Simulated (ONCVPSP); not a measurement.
**Mn (Z = 25), ONCV: configuration errors across variants**

* Element: Mn
* Generator: ONCVPSP 4.0.1
* Type: optimised norm-conserving Vanderbilt (ONCV)
* Functional: PBE
* Relativity: scalar-relativistic
* Frozen core: [Ne]
* Valence charge: 15
* Reference configuration: 3s2 3p6 3d5 4s1.5 (charge +0.5)
* Partial waves: 3s+4s: rc 1.25 bohr, ncon 4, nbas 7, qcut 9.8 1/bohr, 2 projectors; 3p: rc 1.20 bohr, ncon 3, nbas 7, qcut 11.7 1/bohr, 2 projectors, debl 0.5 Ha; 3d: rc 2.00 bohr, ncon 4, nbas 9, qcut 8 1/bohr, 3 projectors, debl 0.4 Ha
* Local potential: polynomial inside 1.10 bohr (lpopt 5, dvloc0 -1 Ha)
* Core correction: none

In the p channel the program set the typed energies aside and used -2.151, 0.250 Ha.

All-electron excitation energies from the reference (eV): (1) 3s2 3p6 3d5 4s2 -3.361; (2) 3s2 3p6 3d5 4s1 5.056; (3) 3s2 3p6 3d5 4s0 20.654; (4) 3s2 3p6 3d5 4s1 4p1 0.497.

1 further variants failed, have other tests or too few solved ones, and are left out.

A true bound ghost makes a file unfit for plane-wave use even where its test errors are small: the radial tests pick states by their node count and pass the ghost by.

Errors AE − PS in meV (a dash: test not solved or not reliable):

| change | (1) | (2) | (3) | (4) | bound ghosts | GHOST(+) flags above zero |
| --- | --- | --- | --- | --- | --- | --- |
| base | +0.7 | +0.1 | +0.1 | -0.1 | none | none |
| s: qcut 6.4; p: qcut 7.6; d: qcut 5.2 | +0.5 | -0.9 | -21 | -0.6 | d | d |
| s: qcut 7.5; p: qcut 8.9; d: qcut 6.1 | +0.7 | -0.3 | -9.6 | -0.3 | d | d |
| s: qcut 8.2; p: qcut 9.8; d: qcut 6.7 | +0.7 | -0.1 | -5.0 | -0.2 | none | d |
| s: qcut 8.8; p: qcut 10.6; d: qcut 7.2 | +0.7 | 0.0 | -2.4 | -0.2 | none | none |
| s: qcut 9.7; p: qcut 11.5; d: qcut 7.9 | +0.7 | +0.1 | -0.2 | -0.1 | none | none |
| s: qcut 10.9; p: qcut 13.1; d: qcut 8.9 | +0.7 | +0.1 | +1.6 | -0.1 | none | none |
| s: qcut 12.4; p: qcut 14.8; d: qcut 10.2 | +0.7 | +0.1 | +2.5 | -0.1 | none | d |
| s: qcut 13.2; p: qcut 15.8; d: qcut 10.8 | +0.6 | +0.1 | +2.7 | 0.0 | none | d |

(1) Give the same row for: s: qcut 11.8; p: qcut 14.1; d: qcut 9.6.

Results:

(1) +0.7, +0.1, +2.2, -0.1; bound ghosts: none; GHOST(+) flags above zero: none.
